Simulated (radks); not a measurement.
Species: In2+. Configuration: [Kr] 4d9 5s2 (not the ground configuration). Method: Dirac Kohn-Sham, PBE, spin-unpolarised, spherical densities, finite nucleus; open shells fill j = l - 1/2 first; Fermi nuclear charge, rms radius 4.6156 fm; computed with a radial shooting solver on a logarithmic mesh with Libxc functionals.

Normalised radial functions P(r) = r R(r) (large component), r in bohr:

```
   r/bohr * 4p1/2, o 4d3/2, + 5p1/2 (the largest magnitude, 1.21, reaches the edge; | marks zero, & curves that meet)
 0.001825                             &
 0.002434                             &
 0.003247                             &
  0.00433                             &
 0.005776                             &*
 0.007703                             &*
  0.01027                             &*
   0.0137                             o+*
  0.01828                             o+ *
  0.02438                             o +  *
  0.03251                             |o+    *
  0.04337                             |o +     *
  0.05784                             | o+      *
  0.07714                             |  +o    *
   0.1029                             | +  * o
   0.1372                           *+|        o
    0.183                   *      +  |           o
   0.2441              *         +    |          o
   0.3256                   *      +  |     o
   0.4343                          o  | +*
   0.5792               o             |     +            *
   0.7725        o                    |      +                   *
     1.03       o                     | +                    *
    1.374            o         +      |            *
    1.833               +   o         |    *
    2.445              +         o    |*
    3.261                 +          o*
    4.349                       +     &
      5.8                           + &
    7.736                             &
```

4p1/2: eigenvalue -106.26 eV, 2 radial nodes at r = 0.129, 0.409 bohr, <r> = 0.895 bohr, 90 % of the charge inside 1.32 bohr. 4d3/2: eigenvalue -41.742 eV, 1 radial node at r = 0.399 bohr, <r> = 1.13 bohr, 90 % of the charge inside 1.75 bohr. 5p1/2 (empty): eigenvalue -17.970 eV, 3 radial nodes at r = 0.128, 0.397, 1.09 bohr, <r> = 2.67 bohr, 90 % of the charge inside 3.92 bohr.
